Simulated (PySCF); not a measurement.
## Nitrogen: a sound run and one with changed settings

Sound run: N²⁺ [He] 2s2 2p1, N³⁺ [He] 2s2. Calculation: PySCF 2.14, in x2c-SVPall (3s2p1d, 14 functions); the spin-free X2C one-electron Hamiltonian (Gaussian nucleus). In the sound run the correlated levels freeze 1s2. The sound run starts from symmetry-adapted Hartree-Fock orbitals and uses a fine grid where one is needed.

Changed run: a valence shell is frozen. This setting is unsound on purpose.

Ionisation energy of N²⁺:

| method | sound run (eV) | changed run (eV) |
| --- | --- | --- |
| UHF | 47.510 | 47.510 |
| MP2 | 47.508 | 47.510 |
| SCS-MP2 | 47.453 | 47.510 |
| CCSD | 47.220 | 47.510 |
| CCSD(T) | 47.237 | 47.510 |
| CCSDT | n/a | 47.510 |
| FCI | n/a | 47.510 |

Freezing a valence shell removes pair correlation that changes on ionisation.

For comparison, NIST gives 47.445 eV between the lowest levels.
